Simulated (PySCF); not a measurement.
Ga(Cl)(SH)2 (ClGaH₂S₂), SMILES [Ga]([Cl])([SH])[SH]. Atoms are numbered in the order given.

```xyz
6

Ga     0.0000     0.0000     0.0026
Cl     0.0000     0.0000    -2.1365
S      0.0000    -1.9553     0.9927
H      0.0000    -1.4284     2.2375
S      0.0000     1.9553     0.9927
H      0.0000     1.4284     2.2375
```

Geometry optimised at PBE0-D3(BJ)/def2-SVP. The structure was generated by enumeration; whether it is a known compound was not checked. The values are those of a single conformer.

These are IEF-PCM-ωB97X/def2-SVP (PySCF) values and carry that method's errors.

The values are the electrostatic part of the solvation free energy, E(continuum) − E(gas) at the gas-phase geometry, in a cavity of scaled van der Waals radii (PySCF's table); cavitation and dispersion terms are not included. A continuum can't describe solvent molecules that bind to the metal. In vacuum the orbital gap is 11.18 eV. The dipole moment in vacuum is 2.79 D.

Task: Estimate the values in water (ε = 78.36), ethylethanoate (ε = 5.99), N,N-dimethylformamide (ε = 37.22). (The exact figures need the calculation; the answer reports its results.)

Result: 
| solvent | ε | ΔG(elec) (kcal/mol) | dipole (D) | gap (eV) |
|---|---|---|---|---|
| water | 78.36 | -7.0 | 3.85 | 11.23 |
| ethylethanoate | 5.99 | -5.2 | 3.56 | 11.22 |
| N,N-dimethylformamide | 37.22 | -6.9 | 3.82 | 11.23 |
